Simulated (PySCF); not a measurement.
PySCF input file for C₂H₆BF₂N, SMILES C(F)B(NC)F, TDDFT-PBE0/def2-SVPD. Coordinates come from a TPSSh-D3(BJ)/def2-SVP optimisation. This is a generated structure with no PubChem entry under its InChIKey; it may be hypothetical. One conformer was computed; it need not be the lowest.

```python
import numpy as np
from pyscf import gto, scf, dft, tdscf

mol = gto.M(
    atom='''
    C    -0.71326781   -2.22783972   -0.00000000
    N    -0.65193821   -0.77934750   -0.00000000
    B     0.48542350    0.02538216    0.00000000
    F     1.72209188   -0.51844446    0.00000000
    C     0.34348415    1.60695647    0.00000000
    F    -1.00965518    1.97171904    0.00000000
    H     0.30830447   -2.63087983   -0.00000000
    H    -1.23546779   -2.61194626    0.89290838
    H    -1.23546779   -2.61194626   -0.89290838
    H    -1.54404601   -0.28963509   -0.00000000
    H     0.82494935    2.05937866   -0.88701805
    H     0.82494935    2.05937866    0.88701804
    ''',
    basis='def2-SVPD',
    charge=0,
    spin=0,
    symmetry=True,
    max_memory=1600,
    verbose=4,
)
mf = dft.RKS(mol, xc='pbe0').density_fit(auxbasis='def2-universal-jkfit')
mf.grids.level = 3
mf.conv_tol = 1e-9
mf.max_cycle = 100
mf.kernel()
mf.grids = dft.Grids(mol).set(level=1).build(with_non0tab=True)  # coarser grid for the response kernel
td = tdscf.TDDFT(mf)
td.singlet = True
td.nstates = 10
td.conv_tol = 1e-4
td.positive_eig_threshold = 1e-6
td.kernel(x0=td.get_init_guess(mf, 15))
td.analyze()
tt = tdscf.TDA(mf)
tt.singlet = False
tt.nstates = 4
tt.conv_tol = 1e-4
tt.positive_eig_threshold = 1e-6
tt.kernel(x0=tt.get_init_guess(mf, 9))
tt.analyze(verbose=3)
```

Log of the run:

```
PySCF version 2.14.0

[INPUT] verbose = 4
[INPUT] num. atoms = 12
[INPUT] num. electrons = 48
[INPUT] charge = 0
[INPUT] spin (= nelec alpha-beta = 2S) = 0
[INPUT] symmetry True subgroup None
[INPUT] Mole.unit = angstrom
[INPUT] Symbol           X                Y                Z      unit          X                Y                Z       unit  Magmom
[INPUT]  1 C     -0.713267810000  -2.227839720000   0.000000000000 AA   -1.347880814368  -4.210006920228   0.000000000000 Bohr   0.0
[INPUT]  2 N     -0.651938210000  -0.779347500000   0.000000000000 AA   -1.231984667039  -1.472753330864   0.000000000000 Bohr   0.0
[INPUT]  3 B      0.485423500000   0.025382160000   0.000000000000 AA    0.917317469428   0.047965330850   0.000000000000 Bohr   0.0
[INPUT]  4 F      1.722091880000  -0.518444460000   0.000000000000 AA    3.254282014537  -0.979718040198   0.000000000000 Bohr   0.0
[INPUT]  5 C      0.343484150000   1.606956470000   0.000000000000 AA    0.649090971629   3.036707622398   0.000000000000 Bohr   0.0
[INPUT]  6 F     -1.009655180000   1.971719040000   0.000000000000 AA   -1.907971770448   3.726008980190   0.000000000000 Bohr   0.0
[INPUT]  7 H      0.308304470000  -2.630879830000   0.000000000000 AA    0.582611011279  -4.971642345342   0.000000000000 Bohr   0.0
[INPUT]  8 H     -1.235467790000  -2.611946260000   0.892908380000 AA   -2.334695758822  -4.935863083482   1.687352292529 Bohr   0.0
[INPUT]  9 H     -1.235467790000  -2.611946260000  -0.892908380000 AA   -2.334695758822  -4.935863083482  -1.687352292529 Bohr   0.0
[INPUT] 10 H     -1.544046010000  -0.289635090000   0.000000000000 AA   -2.917824082627  -0.547330996164   0.000000000000 Bohr   0.0
[INPUT] 11 H      0.824949350000   2.059378660000  -0.887018050000 AA    1.558928338138   3.891661654174  -1.676221182046 Bohr   0.0
[INPUT] 12 H      0.824949350000   2.059378660000   0.887018040000 AA    1.558928338138   3.891661654174   1.676221163148 Bohr   0.0

nuclear repulsion = 230.834745277919
point group symmetry = Cs
symmetry origin: [-1.96846469e-09 -3.93692950e-09 -3.93692944e-10]
symmetry axis x: [ 1.00000000e+00  3.62622827e-10 -1.73660477e-10]
symmetry axis y: [ 3.62622827e-10 -1.00000000e+00  1.82406854e-10]
symmetry axis z: [1.73660477e-10 1.82406923e-10 1.00000000e+00]
num. orbitals of irrep A' = 116
num. orbitals of irrep A" = 58
number of shells = 74
number of NR pGTOs = 246
number of NR cGTOs = 174
basis = def2-SVPD
ecp = {}


[settings echo left out]
init E= -358.965611303765
HOMO (A") = -0.310985772904806  LUMO (A") = -0.0210920977792228  gap/eV = 7.88841
cycle= 1 E= -358.527833873202  delta_E= 0.438  |g|= 0.565  |ddm|= 4.55
HOMO (A") = -0.244216230018617  LUMO (A') = 0.0208954964799419  gap/eV = 7.21406
cycle= 2 E= -358.479275165832  delta_E= 0.0486  |g|= 0.803  |ddm|= 1.38
HOMO (A") = -0.284563136325384  LUMO (A') = 0.015914422345662  gap/eV = 8.17641
cycle= 3 E= -358.585012530583  delta_E= -0.106  |g|= 0.0546  |ddm|= 0.677
HOMO (A") = -0.29108421976037  LUMO (A') = 0.0143353168672604  gap/eV = 8.31089
cycle= 4 E= -358.585544177272  delta_E= -0.000532  |g|= 0.0214  |ddm|= 0.0782
HOMO (A") = -0.287613145752133  LUMO (A') = 0.015012445117871  gap/eV = 8.23486
cycle= 5 E= -358.585639042674  delta_E= -9.49e-05  |g|= 0.00707  |ddm|= 0.0266
HOMO (A") = -0.28841270067905  LUMO (A') = 0.0149437499700507  gap/eV = 8.25475
cycle= 6 E= -358.58564781839  delta_E= -8.78e-06  |g|= 0.00223  |ddm|= 0.00762
HOMO (A") = -0.288342572366099  LUMO (A') = 0.0149105612850335  gap/eV = 8.25194
cycle= 7 E= -358.585648869519  delta_E= -1.05e-06  |g|= 0.000287  |ddm|= 0.00238
HOMO (A") = -0.288374304661276  LUMO (A') = 0.014908651401083  gap/eV = 8.25275
cycle= 8 E= -358.585648882336  delta_E= -1.28e-08  |g|= 0.000144  |ddm|= 0.000384
HOMO (A") = -0.288360613613938  LUMO (A') = 0.0149101462378463  gap/eV = 8.25242
cycle= 9 E= -358.58564888602  delta_E= -3.68e-09  |g|= 3.77e-05  |ddm|= 0.000153
HOMO (A") = -0.288361420147743  LUMO (A') = 0.0149102913590866  gap/eV = 8.25244
cycle= 10 E= -358.585648886302  delta_E= -2.81e-10  |g|= 5.44e-06  |ddm|= 4.18e-05
HOMO (A") = -0.288362091652395  LUMO (A') = 0.0149102202049116  gap/eV = 8.25246
Extra cycle  E= -358.585648886304  delta_E= -2.39e-12  |g|= 4.82e-06  |ddm|= 1.5e-05
converged SCF energy = -358.585648886304
tot grids = 46096
Overwritten attributes  positive_eig_threshold  of <class 'pyscf.tdscf.rks.TDDFT'>


******** <class 'pyscf.tdscf.rks.TDDFT'> for <class 'pyscf.df.df_jk.DFSymAdaptedRKS'> ********
nstates = 10 singlet
deg_eia_thresh = 1.000e-03
wfnsym = None
conv_tol = 0.0001
eigh lindep = 1e-12
eigh level_shift = 0
eigh max_cycle = 100


Excitation energies (eV)
[6.96339059 7.80883906 7.96291605 8.09775026 8.29823676 8.47708875
 8.68960546 8.73036396 9.16363985 9.19962275]

** Singlet excitation energies and oscillator strengths **
Excited State   1:   A"      6.96339 eV    178.05 nm  f=0.0007
      24 -> 25        0.69352
Excited State   2:   A"      7.80884 eV    158.77 nm  f=0.0094
      24 -> 27        0.65960
      24 -> 28        0.23693
Excited State   3:   A"      7.96292 eV    155.70 nm  f=0.0017
      24 -> 25       -0.11251
      24 -> 27       -0.23258
      24 -> 28        0.64752
Excited State   4:  ???      8.09775 eV    153.11 nm  f=0.3457
      24 -> 26        0.69144
Excited State   5:   A'      8.29824 eV    149.41 nm  f=0.0342
      23 -> 25       -0.67162
      23 -> 27       -0.19165
Excited State   6:   A"      8.47709 eV    146.26 nm  f=0.0089
      23 -> 26       -0.69556
Excited State   7:   A'      8.68961 eV    142.68 nm  f=0.0080
      23 -> 25        0.16466
      23 -> 27       -0.51681
      23 -> 28       -0.41044
      23 -> 29       -0.10514
      23 -> 30        0.11046
Excited State   8:  ???      8.73036 eV    142.01 nm  f=0.0189
      24 -> 29       -0.64745
      24 -> 30        0.24308
Excited State   9:  ???      9.16364 eV    135.30 nm  f=0.0243
      22 -> 25       -0.55815
      22 -> 27       -0.29063
      24 -> 30       -0.29002
Excited State  10:  ???      9.19962 eV    134.77 nm  f=0.0050
      22 -> 25        0.24662
      22 -> 27        0.15845
      24 -> 29       -0.24173
      24 -> 30       -0.57309

** Transition electric dipole moments (AU) **
state          X           Y           Z        Dip. S.      Osc.
  1        -0.0000      0.0000     -0.0628      0.0039      0.0007
  2        -0.0000     -0.0000     -0.2211      0.0489      0.0094
  3         0.0000     -0.0000      0.0922      0.0085      0.0017
  4         0.7746      1.0690     -0.0000      1.7427      0.3457
  5        -0.1884     -0.3646      0.0000      0.1684      0.0342
  6        -0.0000     -0.0000     -0.2066      0.0427      0.0089
  7        -0.1771     -0.0784      0.0000      0.0375      0.0080
  8         0.0000      0.0000     -0.2974      0.0885      0.0189
  9         0.0000      0.0000     -0.3287      0.1080      0.0243
 10        -0.0000     -0.0000     -0.1486      0.0221      0.0050

** Transition velocity dipole moments (imaginary part, AU) **
state          X           Y           Z        Dip. S.      Osc.
  1         0.0000     -0.0000     -0.0223      0.0005      0.0013
  2        -0.0000     -0.0000     -0.0690      0.0048      0.0111
  3         0.0000      0.0000      0.0317      0.0010      0.0023
  4         0.2280      0.3152      0.0000      0.1513      0.3389
  5        -0.0571     -0.1138     -0.0000      0.0162      0.0354
  6         0.0000      0.0000     -0.0664      0.0044      0.0094
  7        -0.0563     -0.0195     -0.0000      0.0035      0.0074
  8        -0.0000     -0.0000     -0.1002      0.0100      0.0209
  9        -0.0000     -0.0000     -0.1180      0.0139      0.0276
 10         0.0000      0.0000     -0.0531      0.0028      0.0056

** Transition magnetic dipole moments (imaginary part, AU) **
state          X           Y           Z
  1         0.4610      0.2338      0.0000
  2        -0.4520      0.2138      0.0000
  3         0.5128     -0.1807     -0.0000
  4         0.0000     -0.0000      0.1211
  5        -0.0000      0.0000      0.3663
  6         0.8958     -0.3653     -0.0000
  7         0.0000      0.0000      0.4223
  8        -0.0625      0.1332      0.0000
  9         0.4482     -0.5892      0.0000
 10         0.1133      0.4007     -0.0000
Overwritten attributes  positive_eig_threshold  of <class 'pyscf.tdscf.rks.TDA'>


******** <class 'pyscf.tdscf.rks.TDA'> for <class 'pyscf.df.df_jk.DFSymAdaptedRKS'> ********
nstates = 4 triplet
deg_eia_thresh = 1.000e-03
wfnsym = None
conv_tol = 0.0001
eigh lindep = 1e-12
eigh level_shift = 0
eigh max_cycle = 100


Excitation energies (eV)
[6.27469676 6.7851183  7.6331679  7.78653435]

** Triplet excitation energies and oscillator strengths **
Excited State   1:   A'      6.27470 eV    197.59 nm  f=0.0000
Excited State   2:   A"      6.78512 eV    182.73 nm  f=0.0000
Excited State   3:   A"      7.63317 eV    162.43 nm  f=0.0000
Excited State   4:   A"      7.78653 eV    159.23 nm  f=0.0000
```

The calculation finished and met its thresholds.

Cost: around 5 core-minutes (rough).
